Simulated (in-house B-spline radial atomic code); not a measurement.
Si²⁺. Computed with a B-spline radial atomic code. Model: non-relativistic spherical atom: semilocal Troullier-Martins pseudo-atom, one channel per l, against all electrons, high spin, G0W0 and RPA with empty states to l = 8, local potential for every l without a channel, a model core (radius 0 = none) keeps its share of the functional.

What the tables leave out is listed at the end.

The pseudopotential gives back the lowest level of each angular momentum of its own functional in the configuration it was made in; a second state of the same l is only approximately right. Exact exchange, RPA and GW see the smooth pseudo-orbitals and miss the exchange with the core, for which the functional's share stands in. The column with an uncorrelated core keeps all orbitals and exact exchange, and so separates missing core correlation from pseudisation. Only the three outermost levels and the lowest empty one were computed. RPA here is direct RPA, with no exchange kernel, and its energies carry an (l + 1/2)⁻⁴ tail. A hybrid on a potential with a model core restores only its own semilocal share of the core's exchange.

Command:
```bash
python run_psgw.py task.json out
```
Settings (lengths in bohr, energies in hartree):
```
Z                      14
electrons              12
configuration          [Ne] 3s2
generated_in           [Ne] 3s2
functional             lda,vwn
core_shells            1
radius_factor          0.9
core_correction        False
ion_configuration      [Ne] 3s1
```

Run time, properties included: 15 s on 1 thread of Intel(R) Xeon(R) 6975P-C (Granite Rapids), with other jobs on the host.

Given: made with LDA VWN5; model core radius 0 bohr; local radius 0.43 bohr; mean-field start LDA VWN5.

Valence shells of the generating configuration: 2s, 2p, 3s.

Channel: s 0.414, p 0.523 (radii in bohr).

Computed: largest level miss in the spin-unpolarised generating configuration 0.031 eV; valence RPA correlation energy all-electron orbitals -0.60482 hartree; all-electron RPA polarisability, core included 8.9146 bohr³; pseudo-atom RPA polarisability 8.8706 bohr³; ionisation by mean-field all-electron 33.522 eV; ionisation by RPA all-electron 33.922 eV; ionisation by RPA pseudo minus all 0.086 eV.

```csv
level,occupied,mean-field all-electron (eV),mean-field pseudo minus all (eV),G0W0 all-electron (eV),G0W0 uncorrelated core minus all (eV),G0W0 pseudo minus all (eV),exchange self-energy all-electron (eV),exchange self-energy pseudo (eV)
3s,1,-28.601,-0.031,-33.787,0.003,-0.098,-15.297,-14.991
3p (empty),0,-20.665,0.029,-16.761,0.006,0.021,-4.5703,-4.3496
```

**Question.** What is the valence RPA correlation energy pseudo?

**Answer.** -0.60137 hartree.

**Question.** What is the ionisation by mean-field pseudo minus all?

**Answer.** 0.038 eV.

Given: mean-field start PBE0.

Computed: valence RPA correlation energy all-electron orbitals -0.57613 hartree; valence RPA correlation energy pseudo -0.57314 hartree; pseudo-atom RPA polarisability 8.0187 bohr³; ionisation by mean-field all-electron 33.245 eV; ionisation by mean-field pseudo minus all 0.022 eV; ionisation by RPA pseudo minus all 0.085 eV.

```csv
level,occupied,mean-field all-electron (eV),mean-field pseudo minus all (eV),G0W0 all-electron (eV),G0W0 uncorrelated core minus all (eV),G0W0 pseudo minus all (eV),exchange self-energy all-electron (eV),exchange self-energy pseudo (eV)
3s,1,-29.632,-0.019,-33.705,0.003,-0.08,-15.055,-14.763
2p,1,-122.3,-0.34,-132.48,0.061,0.101,-67.549,-65.533
3p (empty),0,-19.399,-0.006,-16.695,0.005,0.03,-4.2854,-4.0985
```

**Question.** What is the ionisation by RPA all-electron?

**Answer.** 33.716 eV.

**Question.** What is the all-electron RPA polarisability, core included?

**Answer.** 8.034 bohr³.

Given: mean-field start Hartree-Fock.

Computed: valence RPA correlation energy all-electron orbitals -0.51495 hartree; valence RPA correlation energy pseudo -0.5125 hartree; all-electron RPA polarisability, core included 6.3346 bohr³; ionisation by mean-field all-electron 31.955 eV; ionisation by RPA all-electron 33.307 eV; ionisation by RPA pseudo minus all 0.08 eV.

```csv
level,occupied,mean-field all-electron (eV),mean-field pseudo minus all (eV),G0W0 all-electron (eV),G0W0 uncorrelated core minus all (eV),G0W0 pseudo minus all (eV),exchange self-energy all-electron (eV),exchange self-energy pseudo (eV)
3s,1,-32.163,-0.079,-33.523,0.003,-0.077,-14.636,-14.397
2p,1,-137.16,-0.015,-134.5,0.067,0.098,-67.646,-65.569
3p (empty),0,-15.49,0.025,-16.508,0.004,0.036,-3.6169,-3.4798
```

**Question.** What is the ionisation by mean-field pseudo minus all?

**Answer.** 0.08 eV.

**Question.** What is the pseudo-atom RPA polarisability?

**Answer.** 6.2814 bohr³.

Among the listed levels the largest G0W0 shift of the pseudo-atom is +0.10 eV, for 2p on the PBE0 start, while leaving the core uncorrelated moves that level by +0.06 eV. The rest, +0.04 eV, comes from pseudisation and the lost core exchange. Not in the tables (levels of low weight, unsolved or above zero; the highest and the empty levels are kept at any weight): on LDA the G0W0 levels 2p (pseudo minus all -0.02 eV, weights 0.66 and 0.66), 2s (pseudo minus all -0.28 eV, weights 0.26 and 0.29); on PBE0 the G0W0 levels 2s (pseudo minus all -0.70 eV, weights 0.07 and 0.09); on Hartree-Fock the G0W0 levels 2s (pseudo minus all -0.13 eV, weights 0.03 and 0.04).
